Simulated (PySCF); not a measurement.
**Static response to an electric field**

Species: C₇H₁₁F.
Structure used (GFN2-xTB), in Å, numbered top down from 1:
```
atom  x, y, z in Å
F1     2.558    2.090   -0.231
C2     2.330    0.742   -0.345
C3     0.891    0.377   -0.114
C4    -0.035    1.271    0.202
C5    -1.475    0.932    0.428
C6    -1.816   -0.453   -0.114
C7    -0.756   -1.453    0.333
C8     0.591   -1.087   -0.286
H9     2.648    0.455   -1.356
H10    2.983    0.250    0.388
H11    0.236    2.310    0.322
H12   -2.105    1.691   -0.042
H13   -1.676    0.969    1.504
H14   -2.802   -0.761    0.237
H15   -1.841   -0.421   -1.205
H16   -0.675   -1.429    1.421
H17   -1.036   -2.466    0.038
H18    1.389   -1.681    0.167
H19    0.580   -1.325   -1.355
```

Level: PBE0/def2-SVPD (PySCF), static field, nuclei fixed, core orbitals frozen in the response. The polarisability tensor in these axes (au):

```
x   92.97 -2.56 -5.62
y   -2.56 83.51  2.98
z   -5.62  2.98 66.18
```

**Question.** Diagonalise the tensor; give its mean and Δα, where Δα² is half the sum of the squared differences of the eigenvalues.

**Answer.** Principal values 64.73, 82.97 and 94.95 au; mean 80.88 au = 11.99 Å³ = 13.34 × 10⁻⁴⁰ C²·m²/J; Δα = 26.36 au (33 % of the mean).

**Question.** What is the dipole moment, and where does it point?

**Answer.** (-0.77, -1.89, -0.07) D, 2.04 D in size, pointing from the negative to the positive side. Measured along this direction, the outermost atoms are F1 at the negative end and H17 at the positive end.

**Question.** Orientational against electronic polarisability at 273 K (dilute gas, rigid molecules)?

**Answer.** In Gaussian units μ²/3kT = 36.89 Å³ against 11.99 Å³, a ratio of 3.08; the Debye molar polarisation (4π/3)N_A(α + μ²/3kT) is 123.3 cm³/mol, leaving out the vibrational part.

**Question.** Rayleigh depolarisation ratio (linearly polarised light, static tensor)?

**Answer.** ρ = 3Δα²/(45ᾱ² + 4Δα²) = 2083.9/(294401 + 2778.6) = 0.00701.

**Question.** Sum over states: ᾱ = Σ f/ω², ω in Eh. What share falls to these 6 lowest TDDFT singlets (eV, f)? 6.41, 0.0284; 6.92, 0.1786; 7.10, 0.0693; 7.26, 0.0214; 7.49, 0.0129; 7.61, 0.0088.

**Answer.** They add up to 4.87 au, 6.0 % of the 80.88 au; the largest single term is 2.76 au, from the state at 6.92 eV. Terms in order: 0.51, 2.76, 1.02, 0.30, 0.17, 0.11 au. Higher excitations give the rest. The strengths listed sum to 0.319.

One conformer (not necessarily the lowest) at the GFN2-xTB geometry, without solvent, vibrations or thermal averaging.

The run behind these numbers computed excited states as well. Time: 50 s; peak memory 1.1 GiB. Hardware: Arm Neoverse V1, one thread, no GPU (shared host).
